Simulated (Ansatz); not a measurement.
Cost and result for the atomization energy of C₃H₉NSi (`C/C([SiH3])=C\N`) (14 atoms, 13 bonds).

```xyz
14

C    -0.0032    1.4527   -0.3611
C    -0.1005   -0.0363   -0.1650
Si   -0.8397   -1.1134   -1.4619
C     0.3412   -0.5976    0.9750
N     0.8533    0.0803    2.0513
H     1.0251    1.8156   -0.2316
H    -0.3161    1.7577   -1.3616
H    -0.6335    1.9991    0.3511
H    -0.1127   -0.9949   -2.7602
H    -2.2589   -0.7545   -1.7541
H    -0.7920   -2.5335   -1.0144
H     0.2685   -1.6708    1.1266
H     1.4201   -0.4356    2.7003
H     1.1484    1.0312    1.9056
```

Charge 0, multiplicity 1. Geometry: relaxed with PBE0-D4/def2-TZVP. It is one conformer, not always the lowest. Program: Ansatz. All runs use 4 threads of an Arm Neoverse V2 on a shared host. Times are those of one run each, without the atoms' runs, and a repeat can differ threefold. Electronic energies, without spin–orbit coupling; frozen cores. CCSD(T)/CBS adds CCSD(T) − MP2 in def2-TZVPP to the MP2 limit, and its time is that of the two runs behind it. T1 = 0.012. B3LYP takes the VWN-RPA correlation (the form of Gaussian; ORCA's B3LYP/G).

CCSD(T)/CBS is a level of theory with its own doubt, some kJ/mol a heavy atom from the limit and from the frozen cores, so smaller differences don't rank the functionals.

```json
{"level": "PBE-D4/def2-TZVPP (with forces)", "functions": "292", "wall time": "2.6 s", "atomization (kJ/mol)": "5309.7", "difference from CCSD(T)/CBS": "101.7", "per bond": "7.8"}
{"level": "PBE0-D4/def2-TZVPP", "functions": "292", "wall time": "2.8 s", "atomization (kJ/mol)": "5233.3", "difference from CCSD(T)/CBS": "25.3", "per bond": "1.9"}
{"level": "r2SCAN-D4/def2-TZVPP (with forces)", "functions": "292", "wall time": "4.7 s", "atomization (kJ/mol)": "5217.7", "difference from CCSD(T)/CBS": "9.7", "per bond": "0.7"}
{"level": "B3LYP-D4/def2-TZVPP (with forces)", "functions": "292", "wall time": "4.8 s", "atomization (kJ/mol)": "5233.1", "difference from CCSD(T)/CBS": "25.1", "per bond": "1.9"}
{"level": "B2PLYP/def2-TZVPP", "functions": "292", "wall time": "6 s", "atomization (kJ/mol)": "5164.4", "difference from CCSD(T)/CBS": "-43.6", "per bond": "-3.4"}
{"level": "ωB97X-V/def2-TZVPP", "functions": "292", "wall time": "8 s", "atomization (kJ/mol)": "5230.2", "difference from CCSD(T)/CBS": "22.2", "per bond": "1.7"}
{"level": "ωB97M-V/def2-TZVPP (with forces)", "functions": "292", "wall time": "11 s", "atomization (kJ/mol)": "5229.9", "difference from CCSD(T)/CBS": "21.9", "per bond": "1.7"}
{"level": "MP2/def2-QZVPP", "functions": "568", "wall time": "28 s", "atomization (kJ/mol)": "5199.9", "difference from CCSD(T)/CBS": "-8.1", "per bond": "-0.6"}
{"level": "CCSD(T)/def2-TZVPP", "functions": "292", "wall time": "3.6 min", "atomization (kJ/mol)": "5076.8", "difference from CCSD(T)/CBS": "-131.2", "per bond": "-10.1"}
{"level": "CCSD(T)/CBS(def2)", "functions": "–", "wall time": "4.1 min", "atomization (kJ/mol)": "5208.0", "difference from CCSD(T)/CBS": "0.0", "per bond": "0.0"}
```

From PBE to PBE0 (25 % exact exchange), in def2-TZVPP and without D4, the atomization energy moves by −71.9 kJ/mol: exact exchange takes away binding that semilocal exchange gives to molecules. In def2-TZVPP, CCSD(T) changes the Hartree–Fock value by +1256.0 kJ/mol (the triples alone add +70.8 kJ/mol) and MP2 by +1301.3 kJ/mol; breaking electron pairs costs correlation energy, which Hartree–Fock lacks. The D4 term adds +45.6 kJ/mol with B3LYP and +24.1 kJ/mol with PBE0; it sums over pairs of atoms, weighted by their polarisabilities, and B3LYP, whose exchange is more repulsive, gets the larger term.
